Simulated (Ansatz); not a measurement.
Relaxation of C2H6BP (10 atoms, charge 0, multiplicity 1), to a largest force component of 0.02 eV/Å in at most 40 steps.

Method: RKS LDA/6-31G* (Ansatz).

```xyz
10
Properties=species:S:1:pos:R:3
C -1.049 -0.179 -0.930
C -0.322 -1.001 -0.286
B 0.792 -0.558 0.691
P 1.321 1.302 1.090
H -0.986 0.931 -0.850
H -1.868 -0.490 -1.611
H -0.447 -2.060 -0.430
H 1.499 -1.383 1.232
H -0.130 1.690 1.375
H 1.272 1.698 -0.277
```

Question: Where does it end, and by what steps?

Answer: It converged. After 16 steps the energy has fallen by 0.706 eV; H9 moved furthest, 1.47 Å.

```csv
step,energy less start (eV),largest force component (eV/Å),accepted
0,0.0000,3.525,yes
1,-0.2366,1.234,yes
2,-0.2712,0.776,yes
3,-0.2971,0.338,yes
4,-0.3133,0.163,yes
5,-0.3533,0.442,yes
6,-0.4019,0.883,yes
7,-0.4720,1.045,yes
8,-0.5775,0.604,yes
9,-0.6377,0.334,yes
10,-0.6775,0.421,yes
11,-0.6950,0.430,yes
12,-0.7008,0.268,yes
13,-0.7043,0.126,yes
14,-0.7057,0.079,yes
15,-0.7057,0.036,no
16,-0.7063,0.013,yes
```

```xyz
10
Properties=species:S:1:pos:R:3
C -1.061 -0.277 -1.174
C -0.267 -1.040 -0.401
B 0.585 -0.481 0.748
P 1.394 1.203 0.698
H -1.100 0.816 -1.042
H -1.727 -0.695 -1.943
H -0.316 -2.131 -0.559
H 0.913 -1.189 1.673
H 1.187 1.706 2.019
H 0.474 2.037 -0.017
```

Whether the end is a true minimum wasn't checked by a vibrational analysis.

The run took 25 s on 1 thread of Arm Neoverse V1 (shared host), peak memory 0.11 GiB.
